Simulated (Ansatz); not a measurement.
Consider the redistribution: `O[SiH2][AlH][SiH3]` + `CO[SiH](C)O` → `C[SiH](O)O[SiH2]O` + `[CH3][AlH][SiH3]`.

Isolated molecules relaxed with PBE0-D4/def2-TZVP in Ansatz; ΔE leaves out vibrations. CCSD(T)/CBS adds triple-zeta CCSD(T) − MP2 to the extrapolated MP2 energy (def2 sets, frozen cores). DFT in def2-TZVPP. B3LYP here is the variant with VWN-RPA as its local correlation; programs differ in this. One conformer a species, not always the lowest.

Problem. Is it downhill or uphill in electronic energy at CCSD(T)/CBS, and by how much? (An estimate is asked.)

Solution. The calculation gave: Downhill: ΔE = -57.8 kcal/mol.

Problem. What do these levels give: PBE-D4, r2SCAN-D4, PBE0-D4, B3LYP-D4, ωB97X-V, B2PLYP, PBE, B3LYP, SCS-MP2/def2-TZVPP, CCSD(T)/def2-TZVPP, MP2/CBS(def2), CCSD/CBS(def2)? (An estimate is asked.)

Solution. The calculation gave: PBE-D4 -50.6, r2SCAN-D4 -56.7, PBE0-D4 -53.0, B3LYP-D4 -55.9, ωB97X-V -55.6, B2PLYP -57.5, PBE -50.0, B3LYP -55.1, SCS-MP2/def2-TZVPP -59.3, CCSD(T)/def2-TZVPP -57.1, MP2/CBS(def2) -61.4, CCSD/CBS(def2) -58.1 kcal/mol.

Largest T1 diagnostic among the species: 0.013.

The D4 term adds −0.9 kcal/mol with B3LYP and −0.4 kcal/mol with PBE0; it sums over pairs of atoms, weighted by their polarisabilities, and B3LYP, whose exchange is more repulsive, gets the larger term. From PBE to PBE0 (25 % exact exchange), in def2-TZVPP and without D4, ΔE moves by −2.6 kcal/mol.
